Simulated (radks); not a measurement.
The numbers below are computed, except where a source is named.
Problem. These are the eigenvalues of the occupied orbitals of an atom or ion with whole-number occupations (eV). Level of theory: scalar-relativistic Kohn-Sham, Slater X-alpha with alpha = 0.611, spin-polarised, spherical densities, finite nucleus; Fermi nuclear charge, rms radius of each element as measured or else 0.836 A^(1/3) + 0.57 fm (a radial shooting solver on a logarithmic mesh with Libxc functionals).

| orbital | eigenvalue |
|---|---|
| 1s down | -73734.19 |
| 1s up | -73734.19 |
| 2s up | -12845.97 |
| 2s down | -12845.77 |
| 2p up | -11192.97 |
| 2p down | -11192.81 |
| 3s up | -2997.518 |
| 3s down | -2997.429 |
| 3p up | -2512.182 |
| 3p down | -2512.087 |
| 3d up | -1967.793 |
| 3d down | -1967.650 |
| 4s up | -642.1969 |
| 4s down | -641.9959 |
| 4p up | -483.0088 |
| 4p down | -482.8045 |
| 4d up | -285.1625 |
| 4d down | -284.9114 |
| 5s up | -106.7354 |
| 5s down | -104.9302 |
| 5p up | -66.4534 |
| 4f up | -65.5245 |
| 4f down | -65.0834 |
| 5p down | -64.1509 |
| 5d up | -22.1063 |
| 5d down | -19.2527 |

Which element is it, and in what charge state? The configuration may be excited. Open shells, if any, are filled with parallel spins first.

Solution. Z = 76, osmium, charge +2: Os2+ in [Xe] 4f14 5d6. The list shows which subshells hold electrons but not how many an open one holds; the 1s level, -2709.7 hartree, gives Z - s = 73.6 by -(Z - s)^2/2, which with screening and relativity narrows Z to a few neighbours, and the depths of the outer levels then fix element, charge and occupations together.
